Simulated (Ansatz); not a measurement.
Input file for Ansatz (a program for electronic structure): R-CCSD(T)/cc-pV(T+d)Z on CH6OSi (SMILES CO[SiH3]), a point of a torsion scan. Files ending in .json are basis or fitting sets from the Basis Set Exchange.

Ansatz 0.2 input:
```yaml
crystal:
  periodic: [false, false, false]
  atoms:
    - {symbol: C, position_ang: [1.26688030, -0.10238360, 0.16865949]}
    - {symbol: O, position_ang: [0.70065198, 0.16786736, -1.07571147]}
    - {symbol: Si, position_ang: [0.12918259, -0.83539368, -2.21114887]}
    - {symbol: H, position_ang: [1.55760618, -1.14984605, 0.26938669]}
    - {symbol: H, position_ang: [2.15031692, 0.52727766, 0.29434247]}
    - {symbol: H, position_ang: [0.54725490, 0.13628298, 0.95667309]}
    - {symbol: H, position_ang: [1.15110764, -1.80252502, -2.62669170]}
    - {symbol: H, position_ang: [-0.20260032, 0.14319804, -3.23118187]}
    - {symbol: H, position_ang: [-1.02844640, -1.59855286, -1.73127792]}
basis:
  gaussian:
    orbitals: cc-pV_T+d_Z.json
magnetization: {spin_polarized: false}
correlation: {method: ccsd_t, electrons: outside_noble_gas}
scf: {lower_state_search: off}
```

What total energy does the run end on?

-405.8395 hartree (reference determinant -405.2403, T1 diagnostic 0.010).

How many basis functions does it have, and what does it roughly cost on one machine?

183 functions; around 40 core-seconds (rough).
